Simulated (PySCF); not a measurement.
# Nuclear quadrupole coupling in `CCO[C@H](C)C(F)(F)C(F)(F)F`

Compound: C6H9F5O.
Z-matrix (Å and degrees, GFN2-xTB geometry), rows numbered from 1:
```
C 
C   1  1.5183
O   2  1.4200  1  107.68
C   3  1.4016  2  115.28  1  -175.02
C   4  1.5281  3  113.94  2   -82.82
C   4  1.5398  3  105.92  2   156.21
F   6  1.3491  4  112.42  3    76.82
F   6  1.3568  4  109.95  3  -165.43
C   6  1.5520  4  112.38  3   -45.25
F   9  1.3374  6  110.96  4   -41.05
F   9  1.3265  6  112.27  4    79.64
F   9  1.3335  6  111.19  4  -159.92
H   1  1.0858  2  109.67  3    57.77
H   1  1.0858  2  109.98  3   -61.43
H   1  1.0859  2  109.86  3   178.07
H   2  1.0979  1  110.54  3   120.39
H   2  1.0998  1  110.64  3  -119.34
H   4  1.1040  3  110.50  2    41.76
H   5  1.0865  4  109.71  3  -172.64
H   5  1.0871  4  109.54  3   -52.48
H   5  1.0861  4  109.86  3    67.49
```

Field gradients from the PBE0/pcSseg-1 density (PySCF, non-relativistic), principal values in atomic units, ordered |Vxx| ≤ |Vyy| ≤ |Vzz|:

```
atom      Vxx      Vyy     Vzz
  O3  -0.0030  -2.0182  2.0212
```

**Question.** Find the asymmetry η = (Vxx − Vyy)/Vzz and the couplings χ = eQV/h (234.96 MHz × Q in barn × V in au), with Q(17O) = −0.0256 b.

**Answer.** 
```csv
atom,environment,nucleus,η,χzz (MHz),χxx (MHz),χyy (MHz)
O3,ether oxygen,17O,1.00,-12.16,0.02,12.14
```

At O3 η is above 0.9: Vyy and Vzz are nearly equal in size and opposite in sign, so a small change could swap them and flip the sign of χzz. 

**Question.** What is Vzz at O3 in SI units (1 au = 9.71736 × 10²¹ V/m²)?

**Answer.** 2.0212 au = 19.641 × 10²¹ V/m².

**Question.** And the gradient at the other heavy atoms, for which no coupling is worked out here?

**Answer.** 
```tsv
atom	environment	Vzz (au)	η
C1	methyl carbon	0.083	0.39
C2	sp3 carbon bound to oxygen	0.410	0.05
C4	sp3 carbon bound to oxygen	0.290	0.59
C5	methyl carbon	0.095	0.36
C6	CF2 carbon	-0.479	0.79
F7	fluorine of a CF2 group	2.977	0.05
F8	fluorine of a CF2 group	2.977	0.07
C9	CF3 carbon	-0.406	0.06
F10	fluorine of a CF3 group	2.907	0.01
F11	fluorine of a CF3 group	2.971	0.03
F12	fluorine of a CF3 group	2.925	0.03
```

**Question.** What couplings would deuterons (Q(2H) = 0.00286 b) have in place of the hydrogens, at this geometry?

**Answer.** 
| atom | bonded to | bond length (Å) | Vzz (au) | η | χzz (kHz) |
| --- | --- | --- | --- | --- | --- |
| H13 | C1 | 1.086 | 0.3156 | 0.03 | 212 |
| H14 | C1 | 1.086 | 0.3164 | 0.03 | 213 |
| H15 | C1 | 1.086 | 0.3177 | 0.03 | 214 |
| H16 | C2 | 1.098 | 0.2858 | 0.07 | 192 |
| H17 | C2 | 1.100 | 0.2813 | 0.08 | 189 |
| H18 | C4 | 1.104 | 0.2678 | 0.06 | 180 |
| H19 | C5 | 1.086 | 0.3128 | 0.03 | 210 |
| H20 | C5 | 1.087 | 0.3112 | 0.02 | 209 |
| H21 | C5 | 1.086 | 0.3171 | 0.03 | 213 |

The structure is a single GFN2-xTB conformer in the gas phase; no vibrational or solvent corrections. GFN2-xTB bond lengths can be off by several hundredths of an ångström, more for odd bonds, and the gradients follow them. With so small a basis the couplings can be 20 % off.

The run behind these numbers computed NMR shieldings as well. The run took 1.7 min wall on an x86-64 server with one thread, no GPU, shared host.
